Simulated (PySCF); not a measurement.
**Dipole response of Os (osmium, neutral)**

[Xe] 4f14 5d6 6s2, high-spin 5D determinant. Calculation: PySCF 2.14, in aug-cc-pVTZ-PP with one added diffuse shell each of s, p, d, f, g type with ECP60MDF (7s7p6d4f3g, 113 functions); scalar relativity through the core potential. Coupled (time-dependent) response in atomic units; α is the mean over directions.

```csv
method,mean α (bohr³),"α xx, yy, zz",C₆ (like pair),S(−4)
M06-L,58.90,"56.55, 56.55, 63.59",678.9,1304
```

S(−4) is the Cauchy moment in α(ω) = α(0) + S(−4) ω² + …

Reference α: 57 ± 3 bohr³ (recommended; Schwerdtfeger and Nagle, table of static dipole polarizabilities (2023 update)). Published C₆: 584.0 (Gould and Bucko (2016)).

Spin-orbit coupling is absent.

α(iu) at M06-L:

```json
{"u (hartree)": "0", "α(iu) (bohr³)": "58.90"}
{"u (hartree)": "0.0500", "α(iu) (bohr³)": "55.87"}
{"u (hartree)": "0.100", "α(iu) (bohr³)": "48.84"}
{"u (hartree)": "0.200", "α(iu) (bohr³)": "34.30"}
{"u (hartree)": "0.300", "α(iu) (bohr³)": "24.57"}
{"u (hartree)": "0.500", "α(iu) (bohr³)": "14.69"}
{"u (hartree)": "0.750", "α(iu) (bohr³)": "9.331"}
{"u (hartree)": "1.00", "α(iu) (bohr³)": "6.620"}
{"u (hartree)": "1.50", "α(iu) (bohr³)": "3.939"}
{"u (hartree)": "2.00", "α(iu) (bohr³)": "2.641"}
{"u (hartree)": "3.00", "α(iu) (bohr³)": "1.426"}
{"u (hartree)": "5.00", "α(iu) (bohr³)": "0.6008"}
```

A single London oscillator, α(iu) = α/(1 + u²/ω²), gives C₆ = (3/4) ω α². Matching the computed C₆ needs ω = 4 × 678.9 / (3 × 58.90²) = 0.261 hartree.

The components differ because the open shell of this determinant is not spherical; for a pure term their mean is the scalar polarisability.

⟨L²⟩ = 7.42 against 6 for a pure D term, so this real determinant mixes terms. Energies and moments cover only the electrons outside the core potential. Spin-orbit coupling, absent here, splits the open shell strongly.
